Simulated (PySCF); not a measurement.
B₃H₅N₃, SMILES B1[N]BNBN1 (connectivity only; charge and spin as stated), charge -1, multiplicity 1. Atoms are numbered in the order given.

```xyz
11

B      0.0000     1.1918    -0.8052
N      0.0000     0.0000    -1.5257
B      0.0000    -1.1918    -0.8052
N      0.0000    -1.2115     0.6694
B      0.0000     0.0000     1.4108
N      0.0000     1.2115     0.6694
H      0.0000     2.3196    -1.3187
H      0.0000    -2.3196    -1.3187
H      0.0000    -2.0971     1.1546
H      0.0000     0.0000     2.6338
H      0.0000     2.0971     1.1546
```
Charge -1, spin multiplicity 1.

Geometry optimised at PBE0-D3(BJ)/def2-SVPD. The multiplicity is an assumed one; no other spin state was optimised. The isomer is the one that the SMILES or the coordinates give; other isomers of the formula were not compared.

Two levels are set side by side: PBE/pcSseg-1 (PySCF) and B3LYP/pcSseg-1 (PySCF). GIAO shifts against BF3 (¹¹B), NH3 (¹⁵N), TMS (¹H) at the same level; non-relativistic, no solvent, atoms listed together averaged. Differences are taken from unrounded values.

| quantity | B3LYP |
|---|---|
| δ(¹¹B) of B1, B3 (ppm) | 15.5 |
| δ(¹⁵N) of N2 (ppm) | 248.4 |
| δ(¹⁵N) of N4, N6 (ppm) | 158.2 |
| δ(¹¹B) of B5 (ppm) | 12.1 |
| δ(¹H) of H7, H8 (ppm) | 5.01 |
| δ(¹H) of H9, H11 (ppm) | 4.56 |
| δ(¹H) of H10 (ppm) | 4.48 |

### Question
What does PBE give, and how far is it from B3LYP? (The exact figures need the calculation; the answer reports its results.)

### Answer

```csv
quantity,PBE,PBE minus B3LYP
"δ(¹¹B) of B1, B3 (ppm)",13.1,-2.4
δ(¹⁵N) of N2 (ppm),256.7,8.3
"δ(¹⁵N) of N4, N6 (ppm)",165.7,7.5
δ(¹¹B) of B5 (ppm),9.0,-3.1
"δ(¹H) of H7, H8 (ppm)",5.28,0.27
"δ(¹H) of H9, H11 (ppm)",4.94,0.39
δ(¹H) of H10 (ppm),4.68,0.20
```

Rough cost on one machine, each run with all the roots and properties that it gave: B3LYP against PBE within a factor of 2.
